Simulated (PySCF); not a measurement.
C3H6O2SSi.
SMILES: `C=C(S[SiH3])C(=O)O`

The closed-shell SCF was solved with PySCF and density fitting under several settings on one GFN2-xTB geometry (grid level 2 and gas phase unless stated).

| settings | basis functions | SCF cycles | E (Eh) | HOMO (eV) | LUMO (eV) | dipole (D) |
| --- | --- | --- | --- | --- | --- | --- |
| PBE0/pcSseg-1 | 163 | 15 | -955.4555 | -6.67 | -1.90 | 3.06 |
| wB97X-D/def2-SVPD | 205 | 14 | -955.5806 | -8.44 | -0.24 | 3.09 |
| BHandHLYP/6-31G* | 118 | 13 | -955.8667 | -7.36 | -0.46 | 3.21 |
| PBE0/ANO-RCC-VDZP | 136 | 15 | -955.2133 | -6.62 | -1.85 | 2.94 |
| PBE/6-311G**, start guess atom | 178 | 13 | -955.5276 | -5.54 | -2.69 | 3.09 |

Problem. Estimate the rows for these settings: (1) PBE0/6-311G**; (2) PBE0/MINI, grid level 1.

Solution. 
```csv
settings,basis functions,SCF cycles,E (Eh),HOMO (eV),LUMO (eV),dipole (D)
PBE0/6-311G**,178,15,-955.5915,-6.59,-1.80,3.14
"PBE0/MINI, grid level 1",49,11,-949.8171,-8.07,-3.25,3.33
```

Problem. Over all rows, what range does the HOMO–LUMO gap span?

Solution. From 2.85 eV (PBE/6-311G**, start guess atom) to 8.20 eV (wB97X-D/def2-SVPD). The functional of the narrowest has no exact exchange, that of the widest range-separated exact exchange.

Problem. Compare two rows with the functional PBE0: PBE0/6-311G** and PBE0/MINI, grid level 1. Which energy is lower, and by how much?

Solution. PBE0/6-311G** (178 functions) lies 5.7744 Eh or 3623 kcal/mol below PBE0/MINI, grid level 1 (49 functions).

wB97X-D ran without the empirical dispersion term, which would shift the total energy alone. Cycle counts include a coarse-grid stage where the run had one. All basis functions are spherical, in the Pople sets too. ANO-RCC sets were contracted for a scalar-relativistic Hamiltonian, but ran non-relativistically here.

Shape of the structure used: `[CH2:1]=[C:2]([S:3][SiH3:4])[C:5](=[O:6])[OH:7]`: C1–C2–S3–Si4 -179°, C1–C2–C5–O6 180°, H–O7–C5–C2 180°.

One conformer stands for the species.
